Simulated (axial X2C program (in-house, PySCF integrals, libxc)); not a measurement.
## Outer orbitals of RuH at 1.585 Å, PBE0

All values were computed with an in-house all-electron X2C program for linear molecules (integrals from PySCF). Spin-free means the one-electron spin-free X2C Hamiltonian; two-component (2c) means X2C with spin–orbit coupling and atomic mean-field two-electron Coulomb and Gaunt terms, so the difference of the two also holds small scalar two-electron terms. Basis: Ru dyall-cv3z [12s12p8d5f3g], H dyall-v3z [6s2p1d] (cores contracted in-house); Gaussian nuclei, density fitting, unrestricted open shells. Masses: Ru 101.904 u, H 1.008 u.

The distance is close to the 2c PBE0 minimum; the highest filled and lowest empty levels are listed.

Spin-free orbitals, state M_S = 3/2, Λ = 0 (beyond evenly filled blocks: σα, δ+α, δ-α) (Löwdin shares):

```json
{"symmetry": "σα", "occupied": "yes", "ε (eV)": "-8.97", "atomic character": "57% Ru d, 34% H s, 5% Ru s"}
{"symmetry": "σβ", "occupied": "yes", "ε (eV)": "-8.43", "atomic character": "51% H s, 29% Ru d, 14% Ru s"}
{"symmetry": "δ-α", "occupied": "yes", "ε (eV)": "-8.00", "atomic character": "100% Ru d"}
{"symmetry": "δ+α", "occupied": "yes", "ε (eV)": "-8.00", "atomic character": "100% Ru d"}
{"symmetry": "π-α", "occupied": "yes", "ε (eV)": "-6.79", "atomic character": "97% Ru d, 2% H p"}
{"symmetry": "π+α", "occupied": "yes", "ε (eV)": "-6.79", "atomic character": "97% Ru d, 2% H p"}
{"symmetry": "σα", "occupied": "yes", "ε (eV)": "-6.09", "atomic character": "54% Ru s, 26% Ru d, 19% H s"}
{"symmetry": "π-β", "occupied": "yes", "ε (eV)": "-5.68", "atomic character": "96% Ru d, 2% H p"}
{"symmetry": "π+β", "occupied": "yes", "ε (eV)": "-5.68", "atomic character": "96% Ru d, 2% H p"}
{"symmetry": "σβ", "occupied": "no", "ε (eV)": "-2.08", "atomic character": "61% Ru s, 28% Ru d, 6% H s"}
{"symmetry": "δ-β", "occupied": "no", "ε (eV)": "-1.85", "atomic character": "100% Ru d"}
{"symmetry": "δ+β", "occupied": "no", "ε (eV)": "-1.85", "atomic character": "100% Ru d"}
{"symmetry": "σα", "occupied": "no", "ε (eV)": "-1.49", "atomic character": "63% Ru p, 18% Ru s, 9% H s"}
```

Spinors with spin–orbit coupling (state Ω = 3/2):

```csv
ω,occupied,ε (eV),atomic character,λ mixture
1/2,yes,-8.98,"57% Ru d, 34% H s, 5% Ru s",100% σ
-1/2,yes,-8.45,"50% H s, 29% Ru d, 14% Ru s",100% σ
-3/2,yes,-8.13,100% Ru d,100% δ
5/2,yes,-7.86,100% Ru d,100% δ
-1/2,yes,-6.86,"96% Ru d, 2% H p","99% π, 1% σ"
3/2,yes,-6.75,"97% Ru d, 2% H p","99% π, 1% δ"
1/2,yes,-6.11,"52% Ru s, 29% Ru d, 19% H s","95% σ, 5% π"
1/2,yes,-5.74,"94% Ru d, 3% Ru s, 2% H p","95% π, 5% σ"
-3/2,yes,-5.64,"96% Ru d, 2% H p",100% π
-1/2,no,-2.08,"61% Ru s, 28% Ru d, 6% H s",100% σ
3/2,no,-1.95,100% Ru d,"99% δ, 1% π"
-5/2,no,-1.75,100% Ru d,100% δ
1/2,no,-1.48,"63% Ru p, 18% Ru s, 9% H s",100% σ
```

**Question.** How does the gap between the highest filled and lowest empty level change from the spin-free to the 2c table?

**Answer.** From 3.60 to 3.56 eV at PBE0, a change of -0.04 eV.

Mulliken charges and populations of the two-component result (they depend on the basis, above all on diffuse functions):

Ru 0.14 e (s 8.78 p 18.03 d 17.05 f 0.01), H -0.14 e (s 1.09 p 0.04 d 0.01). ⟨Lz⟩ = 0.01 ħ and ⟨Sz⟩ = 1.49 ħ (1.52 and -0.03 on the two atoms), which add up to Ω.

The state is a single determinant with fixed occupations, the lowest that a limited PBE0 search found. Density functionals use the spin component along the axis (collinear). PBE0 can misorder states that lie within some tenths of an eV, so this need not be the ground state of the molecule. The nearest other spin-free determinant of the search, M_S = 3/2, Λ = 3, lies 0.36 eV up at the distance of the search. With several unpaired electrons one determinant need not be a pure state. This is the top spin component of a Σ state; components of lower Ω are not single determinants and can lie lower.
